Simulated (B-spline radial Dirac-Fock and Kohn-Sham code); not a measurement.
## The L3 (2p3/2) hole of dysprosium ions: width and yield against charge

Model: one-electron (LDA, Dirac) transition rates at Dirac-Fock energies. Program: a B-spline atomic structure program. Tabulated ground configurations, configuration averages; single configurations, so decays that open only by mixing (as 1s 2s² with 1s 2p² in Be-like ions) are missing and such tiny yields are far too low.

```csv
ion,configuration,radiative (eV),non-radiative (eV),yield
Dy,[Xe] 4f10 6s2,0.719,3.19,0.184
Dy⁺,[Xe] 4f10 6s1,0.719,3.19,0.184
Dy²⁺,[Xe] 4f10,0.719,3.19,0.184
Dy³⁺,[Xe] 4f9,0.720,3.20,0.184
Dy⁴⁺,[Xe] 4f8,0.721,3.21,0.183
Dy⁵⁺,[Kr] 4d10 4f8 5s2 5p5,0.721,3.21,0.184
Dy⁶⁺,[Kr] 4d10 4f8 5s2 5p4,0.722,3.20,0.184
Dy⁷⁺,[Kr] 4d10 4f9 5s2 5p2,0.721,3.18,0.185
```

Values without a named source are computed, but for edge energies of neutral atoms, which are taken from tables.
